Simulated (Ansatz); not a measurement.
Consider the atomization: `C=CBCl` → B• + 2 C• + Cl• + 4 H•.

Gas-phase electronic energies from Ansatz, PBE0-D4/def2-TZVP geometries. CCSD(T)/CBS adds triple-zeta CCSD(T) − MP2 to the extrapolated MP2 energy (def2 sets, frozen cores). This one scheme is used for every species, atoms too. Functionals use def2-TZVPP. No spin–orbit coupling; open shells (•) take unrestricted orbitals. Spin–orbit coupling would lower the free atoms: a little for B, C, Cl. Each species was taken in one conformer, which may not be the lowest.

`C=CBCl`:

```xyz
8

C    -0.275   -1.268    0.068
C     0.503   -0.181    0.045
B    -0.129    1.206   -0.090
Cl    0.862    2.648   -0.123
H    -1.355   -1.182   -0.008
H     0.124   -2.274    0.162
H     1.581   -0.305    0.123
H    -1.310    1.356   -0.177
```

```csv
level,ΔE (kJ/mol),difference from CCSD(T)/CBS
B97M-V,3193.4,38.7
ωB97X-V,3165.6,10.9
revPBE,3126.9,-27.8
r2SCANh,3171.9,17.2
BHLYP,3082.0,-72.7
CAM-B3LYP,3166.9,12.2
HF/def2-SVP,2476.1,-678.6
CCSD(T)/def2-SVP,3041.6,-113.1
HF/def2-TZVPP,2434.1,-720.6
SCS-MP2/def2-QZVPP,3167.0,12.3
CCSD(T)/CBS,3154.7,0
```

Largest T1 diagnostic among the species: 0.014.

From BLYP to BHLYP (50 % exact exchange), in def2-TZVPP and without D4, ΔE moves by −52.1 kJ/mol: exact exchange takes away binding that semilocal exchange gives to molecules. At CCSD(T), def2-SVP lies −113.1 kJ/mol from the extrapolated value and def2-TZVPP −67.8 kJ/mol: correlation converges slowly with the basis, and small sets miss more of it in the bonded molecule than in its fragments.

For atomizations the MP2-based limit and the directly extrapolated one differ by several kJ/mol either way, and by 10 to 25 for some Ge, Se and Sn compounds, so smaller differences from it don't rank the levels.
